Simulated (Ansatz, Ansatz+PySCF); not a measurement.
```xyz
2

B     0.0241    0.0435   -0.9595
Si   -0.0016    0.0254    0.9977
```

Basis set: def2-SVP (spherical functions). Correlated methods keep 6 orbitals frozen. Correlation on ROHF uses semicanonical orbitals with singles. Charge 0, multiplicity 4.

Computed with Ansatz (development build ahead of 0.2.0); each method stands on the lowest determinant of its kind that the runs found.

The atomization energy at this shape (free ground-state atoms in the same class of orbitals less the molecule, no zero-point energy) of quartet BSi:

```csv
method,atomization energy
ROHF-MP2,3.18 eV
UHF-MP2,3.16 eV
ROHF,2.49 eV
UHF,2.37 eV
```

(1) What does UHF-CCSD(T) give?

Answers

(1) 3.07 eV.
